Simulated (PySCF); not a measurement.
## C$_{7}$H$_{5}$NO: calculation and literature

Atom-mapped SMILES (the numbers label the heavy atoms): `[N:1]#[C:2][O:3][c:4]1[cH:5][cH:6][cH:7][cH:8][cH:9]1` (H(Xn): hydrogen on atom n).

Published estimates (parent shift plus substituent increments) and measurements: δ ¹³C C6/C8 131.1; C7 127.5; C5/C9 115.8 ppm (estimated from measurements, as parent shift plus tabulated substituent increment; solution, not stated per compound (mostly CDCl3 or CCl4); Pretsch, Buehlmann, Badertscher, Structure Determination of Organic Compounds, 4th ed. (2009)).

Computed data (PySCF): PBE0-D3(BJ)/def2-SVP geometry, shielding tensors at PBE0/pcSseg-1 (GIAO). Rapidly exchanging positions averaged, relativity neglected, isolated molecule, a single conformation.

(1) How close does the calculation come?

(2) How far are the unscaled ¹³C shifts from the references?

Results:

(1) 
Reference values: estimated from measurements, as parent shift plus tabulated substituent increment (solution, not stated per compound (mostly CDCl3 or CCl4); Pretsch, Buehlmann, Badertscher, Structure Determination of Organic Compounds, 4th ed. (2009)).
```tsv
atoms	quantity	reference	computed	computed, scaled
C6/C8	δ ¹³C	131.1	136.1	130.9
C7	δ ¹³C	127.5	131.3	126.3
C5/C9	δ ¹³C	115.8	119.7	115.0
```

Computed shifts are σ(ref) − σ with the named reference compound (TMS for H and C) calculated as an isolated molecule at the same level. The measured values may be among those fitted. Shieldings were converted by linear fits to measured shifts (mostly CDCl3, TMS scale, for H and C): ¹³C: δ = 177.62 − 0.967σ (rms 1.9 ppm, 903 shifts, 2.3 ppm with the 23 outliers that the fit left out). A few per cent of atoms miss by over 2 rms, more outside the fitted compound classes.

(2) Mean signed difference +4.23 ppm, mean absolute 4.23 ppm over 3 comparisons; the largest is +5.0 ppm at C6/C8 (aromatic CH).
